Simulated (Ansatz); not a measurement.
Calculated with Ansatz (gas phase, PBE0-D4/def2-TZVP geometries, no zero-point term in ΔE). CBS: MP2 limit from def2 TZ/QZ plus the TZ coupled-cluster correction, frozen cores. Functionals use def2-TZVPP. B3LYP here is the variant with VWN-RPA as its local correlation; programs differ in this. Each species was taken in one conformer, which may not be the lowest.

Reaction (isomerisation): `CO[SiH2]CF` → `CO[SiH](C)F`

`CO[SiH2]CF`:

```xyz
12

C    -1.515   -0.130    1.161
O    -0.292    0.575    1.140
Si    1.030    0.075    0.314
C     0.801    0.226   -1.556
F    -0.210   -0.633   -1.990
H    -2.145    0.304    1.938
H    -1.362   -1.191    1.388
H    -2.033   -0.053    0.201
H     1.331   -1.350    0.626
H     2.149    0.964    0.713
H     0.524    1.246   -1.847
H     1.723   -0.033   -2.090
```

`CO[SiH](C)F`:

```xyz
12

C     1.119    1.806    0.222
O     0.018    0.927    0.146
Si    0.124   -0.666   -0.175
C    -1.559   -1.398   -0.015
F     0.657   -0.881   -1.671
H     0.801    2.710    0.743
H     1.954    1.360    0.775
H     1.468    2.080   -0.778
H     1.151   -1.288    0.699
H    -2.259   -0.899   -0.689
H    -1.930   -1.288    1.007
H    -1.543   -2.462   -0.262
```

Q: Is it downhill or uphill in electronic energy at CCSD(T)/CBS, and by how much? (An estimate is asked.)

A: The calculation gave: Downhill: ΔE = -67.6 kcal/mol.

Q: What do these levels give: PBE0-D4, B3LYP-D4, ωB97X-V, CCSD(T)/def2-TZVPP, MP2/def2-QZVPP, MP2/CBS(def2)? (Best estimate.)

A: The calculation gave: PBE0-D4 -64.8, B3LYP-D4 -64.7, ωB97X-V -64.6, CCSD(T)/def2-TZVPP -66.7, MP2/def2-QZVPP -70.1, MP2/CBS(def2) -70.3 kcal/mol.

Largest T1 diagnostic among the species: 0.011.

From PBE to PBE0 (25 % exact exchange), in def2-TZVPP and without D4, ΔE moves by −2.0 kcal/mol.
